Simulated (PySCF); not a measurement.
Gas-phase reaction: SiI₂ + 4 F = I₂ + SiF₄

Computed with PySCF and rigid-rotor harmonic-oscillator thermochemistry at 1 bar. The comparison is the NASA 1993 polynomial table, which mixes measured and estimated data. After a fit of one offset per element over all species, the range-separated, M06-2X, PBE0/def2-QZVP and CCSD(T)/def2-TZVPP enthalpies, where run, lie to one side of the table for I₂ (+16 kJ/mol): a fault of the table's entry, another state or a shared error of the levels is possible; this was not checked at source. † marks an energy on the PBE0/def2-TZVP geometry and frequencies. CCSD(T) freezes the core. Open shells (unrestricted): F (multiplicity 2, electronic degeneracy 6); the rest are closed-shell singlets. Spin-orbit splitting is ignored; it lowers the true energy and changes the entropy of F. B3LYP is the form with VWN-RPA correlation. I: scalar-relativistic def2 core potential, no spin-orbit coupling. CCSD(T) isn't extrapolated to the basis-set limit; its ΔH°(298 K) is -1736.2 kJ in def2-SVP and -1889.6 kJ in def2-TZVPP. The harmonic model lacks anharmonicity and excited electronic states, which grow with temperature; levels with a mode under 35 cm⁻¹ are left out. Soft modes under 120 cm⁻¹ make the harmonic entropy rough for SiI₂. The table's entry may be an old estimate for SiI₂ (not checked at source).

log10 K (1 bar standard state):

```
T (K)  table  B3LYP/def2-TZVP†  BLYP/def2-TZVP†  CCSD(T)/def2-TZVPP†
-----  -----  ----------------  ---------------  -------------------
600    149.0             142.3            143.5                142.3
800    106.1             101.0            102.0                101.1
1400    51.0              48.0             48.5                 48.0
1800    34.6              32.3             32.7                 32.3
2000    28.9              26.8             27.2                 26.8
```
Ten kJ in ΔG° is worth 0.87 decades in K at 600 K and 0.26 at 2000 K.
